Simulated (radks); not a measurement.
The numbers below are computed, except where a source is named.
Problem. All-electron atom: W V in [Kr] 4d10 4f14 5s2 5p5.75 5d2 6s0.25 (fractional occupations, a model configuration). Code: a radial shooting solver on a logarithmic mesh with Libxc functionals. Model: scalar-relativistic Kohn-Sham, PBE, spin-polarised, spherical densities, finite nucleus; open shells are filled with parallel spins first (spin-orbit coupling, left out, can overturn this in heavy ions); Fermi nuclear charge, rms radius 5.3658 fm. Some entries of the table are withheld. Estimate them.

orbital  occ.  eigenvalue (eV)  <1/r> (bohr^-1)  r(max) (bohr)
1s up       1        -69515.82            87.05        0.01146
1s down     1        -69515.79            87.05        0.01146
2s up       1        -12036.80            20.35        0.06568
2s down     1        -12036.67            20.35        0.06568
2p up       3        -10534.98            18.45        0.05388
2p down     3        -10534.86            18.45        0.05388
3s up       1        -2807.017            7.538         0.1853
3s down     1        -2806.969            7.538         0.1853
3p up       3        -2362.058            6.961         0.1834
3p down     3        -2362.002            6.961         0.1834
3d up       5        -1849.623            6.577         0.1494
3d down     5        -1849.525            6.577         0.1494
4s up       1        -615.0475            3.203         0.4206
4s down     1        -614.9099            3.203         0.4207
4p up       3        -469.0513            2.911         0.4412
4p down     3        -468.9191            2.910         0.4412
4d up       5        -283.8123            2.589         0.4522
4d down     5        -283.6496            2.590         0.4522
5s up       1        -124.2345            1.260         0.9614
5s down     1        -122.7979            1.268         0.9582
5p up       3         -87.7795            1.073          1.086
5p down  2.75         -85.9601            1.081          1.080
4f up       7         -78.5487            2.087         0.4287
4f down     7         -78.1998            2.094         0.4286
5d up       2         -45.4597              (1)          1.392
5d down     0         -43.2838              (2)          1.383
6s up    0.25              (3)              (4)          2.253
6s down     0              (5)              (6)          2.262

Solution. 
(1) 5d up <1/r> (bohr^-1): 0.7772
(2) 5d down <1/r> (bohr^-1): 0.7788
(3) 6s up eigenvalue (eV): -39.4506
(4) 6s up <1/r> (bohr^-1): 0.5307
(5) 6s down eigenvalue (eV): -37.6059
(6) 6s down <1/r> (bohr^-1): 0.5278
